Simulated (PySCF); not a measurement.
Input for PySCF: D3(BJ) and D4 dispersion corrections on C2H7Ga (SMILES C[CH2][GaH2]), a point of a torsion scan.

```python
from pyscf import gto
from pyscf.dispersion import dftd3, dftd4

mol = gto.M(
    atom='''
    C    -0.97330761    0.49154453    0.30619345
    C    -0.40214278   -0.73126824   -0.43018679
    Ga    1.62125091   -0.78926456   -0.18893131
    H    -2.06366077    0.48913459    0.28743902
    H    -0.62263616    1.41818634   -0.15169770
    H    -0.65125636    0.49049421    1.35074952
    H    -0.66320279   -0.68375363   -1.49558801
    H    -0.87357067   -1.63860656   -0.03061665
    H     2.70012125   -0.74044332   -1.35188898
    H     2.28998273   -0.75668356    1.24987189
    ''',
    basis='def2-svp',
    charge=0, spin=0, verbose=0, max_memory=1800)
d3, d4 = {}, {}
for xc in ['hf', 'pbe', 'blyp', 'revpbe', 'tpss', 'r2scan', 'b3lyp', 'pbe0', 'bhlyp', 'camb3lyp', 'b2plyp']:
    d3[xc] = float(dftd3.DFTD3Dispersion(mol, xc=xc, version='d3bj', atm=False).get_dispersion()['energy'])
    print(f'D3(BJ) {xc:10s} {d3[xc]:14.8f} Eh')
for xc in ['hf', 'pbe', 'blyp', 'revpbe', 'tpss', 'r2scan', 'b3lyp', 'pbe0', 'bhlyp', 'camb3lyp', 'b2plyp']:
    d4[xc] = float(dftd4.DFTD4Dispersion(mol, xc={'camb3lyp': 'cam-b3lyp'}.get(xc, xc), atm=True).get_dispersion()['energy'])
    print(f'D4     {xc:10s} {d4[xc]:14.8f} Eh')
```

It printed:

```
D3(BJ) hf            -0.04738853 Eh
D3(BJ) pbe           -0.00574772 Eh
D3(BJ) blyp          -0.01244130 Eh
D3(BJ) revpbe        -0.01452673 Eh
D3(BJ) tpss          -0.00727003 Eh
D3(BJ) r2scan        -0.00157553 Eh
D3(BJ) b3lyp         -0.01021351 Eh
D3(BJ) pbe0          -0.00499962 Eh
D3(BJ) bhlyp         -0.00819908 Eh
D3(BJ) camb3lyp      -0.00459490 Eh
D3(BJ) b2plyp        -0.00484431 Eh
D4     hf            -0.02180428 Eh
D4     pbe           -0.00594976 Eh
D4     blyp          -0.01321563 Eh
D4     revpbe        -0.01885579 Eh
D4     tpss          -0.00802491 Eh
D4     r2scan        -0.00142217 Eh
D4     b3lyp         -0.00962034 Eh
D4     pbe0          -0.00499012 Eh
D4     bhlyp         -0.00736747 Eh
D4     camb3lyp      -0.00504578 Eh
D4     b2plyp        -0.00412362 Eh
```

The run finished.

Cost: about 0.020 core-seconds (a rough figure).
